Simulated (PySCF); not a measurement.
H8Si4, SMILES [SiH2]1[SiH2][SiH2][SiH2]1. Atoms are numbered in the order given.

```xyz
12

Si     1.1453     1.1453    -0.2852
Si     1.1453    -1.1453     0.2852
Si    -1.1453    -1.1453    -0.2852
Si    -1.1453     1.1453     0.2852
H      2.0864     2.0864     0.3944
H      1.2802     1.2802    -1.7708
H      1.2802    -1.2802     1.7708
H      2.0864    -2.0864    -0.3944
H     -2.0864    -2.0864     0.3944
H     -1.2802    -1.2802    -1.7708
H     -1.2802     1.2802     1.7708
H     -2.0864     2.0864    -0.3944
```
Charge 0, spin multiplicity 1.

Geometry optimised at PBE0-D3(BJ)/def2-SVP.

Two levels are set side by side: PBE/pcSseg-1 (PySCF) and PBE0/pcSseg-1 (PySCF). GIAO shifts against TMS (²⁹Si), TMS (¹H) at the same level; non-relativistic, no solvent, atoms listed together averaged. Differences are taken from unrounded values.

```tsv
quantity	PBE0
δ(²⁹Si) of Si1, Si2, Si3, Si4 (ppm)	-97.2
```

Problem. What does PBE give, and how far is it from PBE0? (An estimate is asked for; the answer gives what the named calculation found.)

Solution. 
```json
[
 {"quantity": "δ(²⁹Si) of Si1, Si2, Si3, Si4 (ppm)", "PBE": "-99.0", "PBE minus PBE0": "-1.9"}
]
```

On these quantities the two levels nearly agree.

Rough cost on one machine, each run with all the roots and properties that it gave: PBE0 against PBE within a factor of 2.
